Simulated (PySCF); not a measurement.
Run record: geometry optimisation, `n1[c](cc[se]1)[GeH3]`.

Method: PBE0-D3(BJ)/def2-SVP geometry optimisation, gas phase (PySCF 2.14.0). Start geometry: GFN2-xTB. The command runs a driver script over a list of jobs; the input below is this job's line of settings and its coordinates in Å.

Command:
```bash
OMP_NUM_THREADS=1 python probes_run.py task.json out
```

Input:
```
{"job": {"xc": "PBE0", "basis": "def2-SVP", "d3": "d3bj", "grid": 1, "shake": 0.01, "kind": "geom"}, "charge": 0, "multiplicity": 1}
Ge    -1.944650    -0.189820     0.090730
C     -0.045400    -0.278490    -0.183690
C      0.889670     0.636250     0.329270
C      2.218440     0.315270    -0.016190
Se     2.180540    -1.219710    -1.056680
N      0.402950    -1.263000    -0.902470
H     -2.266360    -0.139810     1.549520
H     -2.617160    -1.317900    -0.560570
H     -2.491340     1.115950    -0.473380
H      0.630950     1.485710     0.951420
H      3.080490     0.829720     0.256370
```

Output:
```
step   0  E = -4649.17323720  max force = 0.066413
step   1  E = -4649.18033730  max force = 0.009938
step   2  E = -4649.18115206  max force = 0.003415
step   3  E = -4649.18129406  max force = 0.002682
step   4  E = -4649.18132538  max force = 0.002278
step   5  E = -4649.18136059  max force = 0.000505
step   6  E = -4649.18136203  max force = 0.000523
step   7  E = -4649.18136660  max force = 0.000117
optimisation converged
```

Energies in Eh; «max force» is the largest Cartesian gradient component in Eh/bohr.

Q: Give the first gradient maximum in eV/Å.

A: With 1 Eh/bohr = 51.422 eV/Å, 3.415 eV/Å.

Q: How much energy does the optimisation release, in kcal/mol?

A: E(step 0) − E(last step) = 0.008129 Eh, which is 5.1 kcal/mol.

In short: final energy -4649.18137 Eh after 7 steps; dipole 2.20 D.

The run took 77 s on an Intel Xeon Platinum 8488C with one thread, shared host with 96 logical CPUs at a one-minute load of 12, and the process peaked at 0.63 GiB of memory.
Labels such as C1 count atoms from 1, the log's own numbers from 0.
